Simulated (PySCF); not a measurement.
H11N2Si4 (doublet state).
Cartesian coordinates in Å at the GFN2-xTB level; atoms count from 1:
```xyz
17
H11N2Si4 angstrom
N      3.3460    0.1094   -0.3331
Si     1.9115    0.3923    0.5859
Si     0.1841   -0.0648   -0.8499
N     -1.3303   -0.0301    0.0363
Si    -1.8883    1.5611    0.4822
Si    -2.0520   -1.4912    0.6297
H      4.2410    0.1821    0.1235
H      3.4158    0.4836   -1.2654
H      2.0859   -0.5028    1.7387
H      1.8511    1.7519    1.1764
H      0.2410   -1.3709   -1.5223
H      0.0132    0.9181   -1.9391
H     -2.3088    2.2568   -0.7356
H     -2.9634    1.4516    1.4660
H     -1.9636   -2.4938   -0.4287
H     -1.3400   -1.9399    1.8318
H     -3.4501   -1.2013    0.9422
```

The hyperfine couplings belong to this conformer and change with its torsions.

As a line formula: `N[SiH2][SiH2]N([SiH2])[SiH3]` [radical].

The calculation used PySCF 2.14.0, UKS B3LYP, pcH-1 on H N Si, non-relativistic, mean-field spin-orbit, GIAO. Isolated species at its GFN2-xTB geometry (one conformer only). The geometry wasn't refined by DFT: couplings that depend on bond lengths, twists or pyramidal angles can differ widely from those at the functional's own minimum, by a factor of two or more for some ions and for spin on atoms past the first row. The SCF solution wasn't tested for stability.

Q: What is the g tensor, term by term?

A: 
```
                    Δg (ppm)     1     2     3
relativistic mass correction  -140  -140  -140
            gauge correction     2    28    30
   orbital Zeeman/spin–orbit  -316   511  1662
                       total  -454   399  1552
```

So g = 2.00187, 2.00272, 2.00387 and g_iso = 2.00282; the tensor is rhombic: the two nearest values differ by 43 % of g3 − g1. Axes: g3 points within 12° of the N4–Si5 bond.

Q: What are the electron Larmor frequencies g μB B/h along the three axes at 1200 mT?

A: 33.6223, 33.6366, 33.6560 GHz for g1, g2 and g3, a range of 33.7 MHz.

Q: How much does each term add to the isotropic shift?

A: The orbital-Zeeman/spin–orbit term 619, the mass correction -140 and the gauge correction 20 ppm, for a total of 499 ppm. The orbital-Zeeman/spin–orbit term is the largest in size. The mass correction is the same along every axis, so the anisotropy comes from the other two: their spans along these axes are 28 (gauge) and 1978 ppm (orbital Zeeman/spin–orbit).

Q: In a frozen sample, at which fields do the three g values resonate at 9.5, 34, 94 and 263 GHz (hyperfine left aside), and which band first spreads them over more than twice a line width of 1.0 mT?

A: 
| band | GHz | B(g3) mT | B(g2) mT | B(g1) mT | spread mT |
| --- | --- | --- | --- | --- | --- |
| X | 9.5 | 338.72 | 338.92 | 339.06 | 0.34 |
| Q | 34.0 | 1212.26 | 1212.96 | 1213.48 | 1.21 |
| W | 94.0 | 3351.56 | 3353.49 | 3354.91 | 3.36 |
| J | 263.0 | 9377.23 | 9382.63 | 9386.62 | 9.40 |

The spread grows in proportion to the frequency. W band is the first where it exceeds 2.0 mT.

The Mulliken spin populations are largest on Si5 (+0.85) and N4 (+0.07). No atom but Si5 exceeds +0.15. The angles at Si5 add up to 330.6°, so it is pyramidal.

The HOMO–LUMO gaps are 4.55 eV among the α and 4.39 eV among the β orbitals.
